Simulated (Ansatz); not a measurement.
```yaml
crystal:
  periodic: [false, false, false]
  atoms:
    - {symbol: Cl, position_ang: [-1.759359, 1.048595, 0.536769]}
    - {symbol: C, position_ang: [0.044784, 0.696286, 0.266150]}
    - {symbol: C, position_ang: [0.265274, -0.760938, -0.082909]}
    - {symbol: I, position_ang: [-0.496673, -1.293135, -1.874674]}
    - {symbol: H, position_ang: [0.332587, 1.378400, -0.558718]}
    - {symbol: H, position_ang: [0.540827, 1.065662, 1.170896]}
    - {symbol: H, position_ang: [-0.119343, -1.365078, 0.752935]}
    - {symbol: H, position_ang: [1.398417, -0.854009, -0.070555]}
basis:
  gaussian: {orbitals: def2-TZVP}
hamiltonian: {xc: {name: HF}}
correlation: {method: mp2, frozen_orbitals: {Cl: 9}}
scf: {lower_state_search: off}
```

```sh
$ ansatz run in.yaml --threads 4 --pin off --events-out ev --progress --plain --max-ram 10444MiB
```

Q: How does Ansatz answer? (Estimate.)

A: Ansatz gave: The input was rejected before any iteration.
```
Functional definition: HF
Error: "frozen_orbitals" has no count for C
```
